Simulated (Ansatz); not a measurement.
Consider the ligand exchange at the Si–O bond: `N[SiH2]O[SiH](N)Cl` + `O[SiH2][SiH3]` → `N[SiH2]O[SiH2][SiH3]` + `N[SiH](O)Cl`.

Isolated molecules relaxed with PBE0-D4/def2-TZVP in Ansatz; ΔE leaves out vibrations. CCSD(T)/CBS is the MP2 limit (def2-TZVPP, def2-QZVPP) plus CCSD(T) − MP2 in def2-TZVPP, frozen cores. Functionals use def2-TZVPP. B3LYP here is the variant with VWN-RPA as its local correlation; programs differ in this. One conformer a species, not always the lowest.

```json
{"level": "r2SCAN-D4", "ΔE (kJ/mol)": "-5.0", "difference from CCSD(T)/CBS": "-0.3"}
{"level": "B3LYP-D4", "ΔE (kJ/mol)": "-5.0", "difference from CCSD(T)/CBS": "-0.3"}
{"level": "PBE", "ΔE (kJ/mol)": "-4.6", "difference from CCSD(T)/CBS": "0.1"}
{"level": "r2SCAN", "ΔE (kJ/mol)": "-5.1", "difference from CCSD(T)/CBS": "-0.4"}
{"level": "PBE0", "ΔE (kJ/mol)": "-5.1", "difference from CCSD(T)/CBS": "-0.4"}
{"level": "HF/def2-TZVPP", "ΔE (kJ/mol)": "-4.2", "difference from CCSD(T)/CBS": "0.5"}
{"level": "CCSD/def2-TZVPP", "ΔE (kJ/mol)": "-4.8", "difference from CCSD(T)/CBS": "-0.1"}
{"level": "SCS-MP2/def2-QZVPP", "ΔE (kJ/mol)": "-4.7", "difference from CCSD(T)/CBS": "0.0"}
{"level": "HF/CBS(def2)", "ΔE (kJ/mol)": "-4.0", "difference from CCSD(T)/CBS": "0.7"}
{"level": "CCSD/CBS(def2)", "ΔE (kJ/mol)": "-4.8", "difference from CCSD(T)/CBS": "-0.1"}
{"level": "CCSD(T)/CBS", "ΔE (kJ/mol)": "-4.7", "difference from CCSD(T)/CBS": "0"}
```

Largest T1 diagnostic among the species: 0.012.
